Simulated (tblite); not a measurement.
Question: Give a GFN2-xTB geometry of InChI=1S/C6H7N2/c1-4-5(2)6(7)8-3/h3,7H,1H2,2H3/b7-6-,8-3?. (Doublet state.)

Answer: 
```xyz
15
C6H7N2 angstrom
C      1.8091   -2.1512   -0.5181
N      1.4935   -1.0050   -0.2942
C      0.9054    0.1419   -0.6774
N      1.4381    0.9783   -1.4930
C     -0.3652    0.4742   -0.0158
C     -0.9828    1.7865   -0.4010
C     -0.9117   -0.3412    0.8489
C     -1.4522   -1.1431    1.7064
H      2.4912   -2.7525    0.0558
H      2.3207    0.6727   -1.8923
H     -1.9609    1.9002    0.0583
H     -1.0715    1.8389   -1.4832
H     -0.3327    2.6000   -0.0858
H     -1.2361   -1.0807    2.7623
H     -2.1495   -1.9109    1.4071
```

Any rigid rotation of these coordinates is as good. Atoms count from 1 in this order. N4 (nitrogen bonded to C and H) is bent (angle 114.5°). C5 (carbon bonded to 3 C) is planar (angles 122.9°, 121.2° and 116.0°, sum 360.0°, 0.00 Å off the plane of its three neighbours). The C–N distances run from 1.210 Å (C1=N2, drawn double) to 1.345 Å (N2–C3, drawn single), a spread of 0.135 Å. The C–C distances run from 1.292 Å (C7=C8, drawn double) to 1.501 Å (C5–C6, drawn single), a spread of 0.209 Å.

Bonds between heavy atoms (Å): C1=N2 1.210, N2–C3 1.345, C3=N4 1.284, C3–C5 1.471, C5–C6 1.501, C5=C7 1.308, C7=C8 1.292.

The geometry is computed with GFN2-xTB (gas phase). This method treats the open shell by occupation alone, without spin polarisation.

Point group: C1 (no symmetry element, even within 0.4 Å). Its GFN2-xTB frequencies are all real (lowest 42 cm⁻¹). Torsions: C1–N2–C3–N4 -77°, N2–C3–C5–C6 177°.

On one thread of an Arm Neoverse V2, no GPU, shared host, this took 0.62 s of wall time. These figures are those of the optimisation.

One conformer stands for the species.
